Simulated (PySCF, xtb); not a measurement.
HfIH₃, SMILES [I][HfH3], multiplicity 1.

GFN2-xTB (xtb) at its own geometry gives an orbital gap of 4.35 eV and a dipole moment of 7.71 D.

Geometry optimised at B3LYP-D3(BJ)/def2-TZVP. The multiplicity is an assumed one; other spin states were not compared. The def2 effective core potentials stand for the cores of Hf, I; spin–orbit coupling is left out.

What does PBE/def2-TZVPD run with PySCF give? (The exact figures need the calculation; the answer reports its results.)

gap 3.92 eV (levels -7.16 and -3.24 eV), dipole 0.01 D.
